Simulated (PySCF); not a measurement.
CH5AlOS. Atoms are numbered in the order given.

```xyz
9

Al     0.9110     0.1384     0.0000
H      2.4700     0.4218     0.0000
O      0.4037    -1.4921     0.0000
C     -0.7900    -2.2266     0.0000
H     -1.7024    -1.5851     0.0000
H     -0.8428    -2.8849     0.8964
H     -0.8428    -2.8849    -0.8964
S     -0.6100     1.7328     0.0000
H      0.3455     2.7056     0.0000
```
Charge 0, spin multiplicity 1.

Geometry optimised at PBE-D3(BJ)/def2-SVP. Other conformers were not sampled.

These are PySCF with PBE0/def2-TZVP values and carry that method's errors.

Atomic charges (e):

| atom | IAO | Löwdin |
|---|---|---|
| Al1 | 0.92 | -0.13 |
| H2 | -0.20 | -0.11 |
| O3 | -0.66 | 0.05 |
| C4 | -0.18 | -0.37 |
| H5 | 0.12 | 0.11 |
| H6 | 0.14 | 0.11 |
| H7 | 0.14 | 0.11 |
| S8 | -0.39 | 0.15 |
| H9 | 0.11 | 0.08 |
